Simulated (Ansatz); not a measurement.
`C[Si](F)(Cl)I` + H–F → `F[Si](F)(Cl)I` + CH₄  (ligand exchange at the Si–C bond)

Gas-phase electronic energies from Ansatz, PBE0-D4/def2-TZVP geometries. CCSD(T)/CBS adds triple-zeta CCSD(T) − MP2 to the extrapolated MP2 energy (def2 sets, frozen cores). This one scheme is used for every species. Functionals use def2-TZVPP. Elements past krypton have def2 core potentials. For I outer-core shells are correlated without core-valence functions, which leaves a few kJ/mol of doubt a bond.

(1) Is it downhill or uphill in electronic energy at CCSD(T)/CBS, and by how much? (An estimate is asked.)

(2) What do these levels give: LDA (SPW92), ωB97X-V, r2SCAN0, MP2/def2-SVP, SCS-MP2/def2-TZVPP, CCSD(T)/def2-TZVPP? (Best estimate.)

Largest T1 diagnostic among the species: 0.010.

Results:

(1) Computed: Downhill: ΔE = -127.0 kJ/mol.

(2) Computed: LDA (SPW92) -121.6, ωB97X-V -131.5, r2SCAN0 -134.2, MP2/def2-SVP -126.4, SCS-MP2/def2-TZVPP -133.0, CCSD(T)/def2-TZVPP -129.3 kJ/mol.

The D4 term adds +7.0 kJ/mol with B3LYP and +4.0 kJ/mol with PBE0; it sums over pairs of atoms, weighted by their polarisabilities, and B3LYP, whose exchange is more repulsive, gets the larger term. Leaving LDA and LC-ωPBE aside and taking each functional with its dispersion term where it has one, the values, not all of them listed here, spread over 23.8 kJ/mol, from B97M-V to revPBE-D4. LDA lies +3.9 kJ/mol from PBE without D4.

B3LYP here is the variant with VWN-RPA as its local correlation; programs differ in this.
